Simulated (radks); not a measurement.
Q: The mean radii <r> (bohr) of the occupied orbitals of an atom or ion are listed with their occupations. Calculated with a radial shooting solver on a logarithmic mesh with Libxc functionals: scalar-relativistic Kohn-Sham, PBE, spin-unpolarised, spherical densities, finite nucleus; Fermi nuclear charge, rms radius of each element as measured or else 0.836 A^(1/3) + 0.57 fm.

| orbital | occ. | <r> |
|---|---|---|
| 1s | 1 | 0.1698 |
| 2s | 2 | 0.7690 |
| 2p | 1 | 0.6794 |
| 3p | 1 | 2.037 |

Name the element and its charge.

A: Z = 9, fluorine, charge +4: F4+ in 1s1 2s2 2p1 3p1. The 1s radius gives Z: for a bare nucleus <r> = (2 gamma + 1)/(2Z) with gamma = sqrt(1 - (Z/c)^2), 0.1664 bohr for Z = 9, and screening makes it slightly larger (0.1698 here). The occupations add up to 5, and the charge is Z minus that.
